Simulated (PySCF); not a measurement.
## SMILES CC(=O)C1=CC=C[SiH2]1, C6H8OSi

Geometry:
```csv
atom,x (Å),y (Å),z (Å)
C1,-2.556,-0.017,-0.464
C2,-1.525,0.085,0.637
O3,-1.841,0.213,1.806
C4,-0.120,0.025,0.267
C5,0.409,-0.113,-0.967
C6,1.856,-0.141,-1.036
C7,2.507,-0.026,0.130
Si8,1.267,0.143,1.554
H9,-2.416,0.793,-1.176
H10,-3.555,0.044,-0.039
H11,-2.443,-0.962,-0.990
H12,-0.169,-0.202,-1.877
H13,2.341,-0.249,-1.997
H14,3.583,-0.035,0.186
H15,1.310,-0.995,2.467
H16,1.344,1.446,2.206
```

Method used: quadratic response OPBE/3-21G first hyperpolarisability, Taylor convention, gas phase (PySCF). Geometry: GFN2-xTB.

Problem. Give the tensor of the static β(0;0,0) in the axes of these coordinates.

Solution. In au, Taylor convention; rows are the first index (the induced dipole):
```
       xx    yy     zz     xy     xz     yz
x  +257.5  -2.8  -56.2  -12.7  -83.5   -4.5
y   -12.7  -1.6  +10.0   -2.8   -4.5   -4.6
z   -83.5  -4.6  +74.2   -4.5  -56.2  +10.0
```
Norm of βᵢ = ⅓ Σⱼ (βᵢⱼⱼ + βⱼᵢⱼ + βⱼⱼᵢ): 199.0 au, hyper-Rayleigh value 113.3 au.
